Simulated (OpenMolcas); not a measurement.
# Ti3+ in a ligand field

Ti3+ with 3 ligands (chloride) in trigonal planar coordination (D3h) at 2.23 Å. Ligand basis ANO-RCC-VDZP.

```yaml
Program: OpenMolcas 26.06
Method: "SS-CASPT2, IPEA 0.25 Eh, imaginary shift 0.1 Eh (closed shells correlated: 3s 3p and the ligand valence shells)"
Basis: ANO-RCC-VTZP [6s5p3d2f1g]
Scalar_Hamiltonian: DKH2, point nucleus
Active_space: 1 electron in 5 orbitals (3d)
State_averaging: 2S+1 = 2 even, 5 roots
Spin-orbit_coupling: state interaction with AMFI integrals over the reference wave functions
```

The lowest spin-free states (labels of D3, the rotations of D3h), above the lowest:

```json
{"State": "2A1", "Degeneracy": "1", "E (cm-1)": "0"}
{"State": "2E", "Degeneracy": "2", "E (cm-1)": "3380"}
{"State": "2E", "Degeneracy": "2", "E (cm-1)": "13830"}
```

The lowest levels with spin-orbit coupling:

```
E (cm-1)  Degeneracy  Label  2S+1               g
       0           2   E1/2     2  1.80 1.80 2.00
    3330           2   E1/2     2  0.16 0.20 0.20
    3450           2   E3/2     2  0.00 0.00 3.84
   13750           2   E3/2     2  0.00 0.00 0.87
   13920           2   E1/2     2  0.00 0.00 4.87
```

Electric-dipole absorption from the lowest level at this geometry, strongest bands:

```csv
E (cm-1),λ (nm),Label,f
13750,727,E3/2,4.77e-04
13920,718,E1/2,4.84e-04
```

Powder χT (cm3 K/mol): 0.328 at 2 K, 0.33 at 10 K, 0.34 at 50 K, 0.353 at 100 K, 0.378 at 200 K, 0.403 at 300 K. The effective moment at 300 K is 2.828 √(χT) = 1.79 μB.

The lowest level has 2S+1 = 2, for which the spin-only value is χT = S(S+1) / 2 = 0.375 cm3 K/mol (g = 2). The computed 0.403 at 300 K differs by +0.028, through orbital momentum, spin-orbit coupling and any other state in reach.

Ligand-to-metal charge-transfer states are missing. No measured value stands beside these numbers; the geometry is a model, was not optimised and need not be the one that this ion takes.
